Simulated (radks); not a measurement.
The numbers below are computed, except where a source is named.
Charge is removed step by step from the 3s level of the magnesium ion Mg+, starting from [Ne] 3s1. Code: a radial shooting solver on a logarithmic mesh with Libxc functionals. Model: scalar-relativistic Kohn-Sham, PBE, spin-unpolarised, spherical densities, finite nucleus; Fermi nuclear charge, rms radius 3.057 fm.

removed (e)	E - E(0) (eV)	eigenvalue (eV)
0	0.000	-11.378
0.125	1.478	-12.271
0.25	3.068	-13.173
0.375	4.772	-14.086
0.5	6.590	-15.010
0.625	8.525	-15.949
0.75	10.578	-16.904
0.875	12.750	-17.841

The mean slope of the eigenvalue, de/dn, is 7.39 eV per electron.
